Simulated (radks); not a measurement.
Values are calculated unless marked as measured or tabulated.
Species: Mo+. Configuration: [Kr] 4d2.5 5s1.5 5p1 (fractional occupations, a model configuration).

Code: a radial shooting solver on a logarithmic mesh with Libxc functionals. Model: Dirac Kohn-Sham, PBE, spin-unpolarised, spherical densities, finite nucleus; open shells are shared between the two j in proportion to 2j + 1; Fermi nuclear charge, rms radius 4.4091 fm.

Energy parts (eV):
total: -110165.621
kinetic: 114234.016
electron-nucleus: -265499.588
Hartree: 44448.274
exchange-correlation: -3348.322

Orbitals (lengths in bohr, moments of r in powers of bohr; r(max) is where P^2 peaks; r(90%) holds 90 % of the orbital's charge):
\begin{tabular}{lrrrrr}
orbital & occ. & eigenvalue (eV) & r(90%) & <r^4> & r(max) \\ \hline
1s1/2 & 2 & -19829.80 & 0.0630 & 7.209e-06 & 0.02287 \\
2s1/2 & 2 & -2815.526 & 0.237 & 0.001334 & 0.1297 \\
2p1/2 & 2 & -2591.510 & 0.214 & 0.0008861 & 0.1009 \\
2p3/2 & 4 & -2484.960 & 0.220 & 0.0009921 & 0.1048 \\
3s1/2 & 2 & -493.8917 & 0.634 & 0.06876 & 0.3838 \\
3p1/2 & 2 & -408.6661 & 0.640 & 0.07127 & 0.3710 \\
3p3/2 & 4 & -391.1165 & 0.656 & 0.07831 & 0.3803 \\
3d3/2 & 4 & -240.5263 & 0.661 & 0.08185 & 0.3209 \\
3d5/2 & 6 & -237.2024 & 0.666 & 0.08439 & 0.3237 \\
4s1/2 & 2 & -81.0900 & 1.59 & 2.769 & 0.9858 \\
4p1/2 & 2 & -56.5454 & 1.76 & 4.130 & 1.048 \\
4p3/2 & 4 & -53.9497 & 1.80 & 4.539 & 1.072 \\
4d3/2 & 1 & -17.9955 & 2.58 & 19.44 & 1.303 \\
4d5/2 & 1.5 & -17.7174 & 2.61 & 20.15 & 1.313 \\
5s1/2 & 1.5 & -13.4573 & 4.26 & 142.1 & 2.602 \\
5p1/2 & 0.333333 & -8.6962 & 5.19 & 310.1 & 3.081 \\
5p3/2 & 0.666667 & -8.4281 & 5.30 & 336.9 & 3.149 \\
\end{tabular}

The highest occupied level is 5p3/2 at -8.428 eV. Summed over all electrons, <r^2> = 54.11 bohr^2, which gives a Langevin (diamagnetic) susceptibility term of -42.9 x 10^-6 cm^3/mol.
